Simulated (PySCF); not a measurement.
A species of formula C4H7FSi has this rotational fingerprint, computed with PBE0-D3(BJ)/def2-SVP geometry optimisation, gas phase (PySCF):

- Rotational constants: A = 3817, B = 3089, C = 2057 MHz
- Dipole components: |μa| = 0.98 D, |μb| = 0.96 D, |μc| = 1.20 D
- Inertial defect: -50.30 u·Å²
- κ: 0.17

Question: Which candidate fits, each taken in the one conformer that was computed?
A. `[F:1]/[CH:2]=[CH:3]/[C@@H:4]1[CH2:5][SiH2:6]1` with C2–C3–C4–C5 -142°
B. `FC1=CC[SiH2]C1`
C. `[F:1][C@H:2]1[CH2:3][CH:4]=[CH:5][SiH2:6]1` with F1–C2–C3–C4 93°, C2–C3–C4–C5 16°, C4–C5–Si6–C2 -11°, F1–C2–Si6–C5 -97°

Answer: C. It is F[C@H]1CC=C[SiH2]1, an asymmetric top, point group C1. The candidates at the same level (rigid rotor, commonest isotopes):

```csv
SMILES,A (MHz),B (MHz),C (MHz),μa (D),μb (D),μc (D),Δ (u·Å²),point group,rotor
FC1=CC[SiH2]C1,5542,2253,1666,1.21,0.08,0.00,-12.22,Cs,asymmetric top
F/C=C/[C@@H]1C[SiH2]1,9038,1173,1119,1.67,0.29,0.68,-35.08,C1,near-prolate asymmetric top
F[C@H]1CC=C[SiH2]1,3817,3089,2057,0.98,0.96,1.20,-50.30,C1,asymmetric top
```

`F/C=C/[C@@H]1C[SiH2]1` has A 137 % too high; `FC1=CC[SiH2]C1` has A 45 % too high. No structure here is proved a minimum.
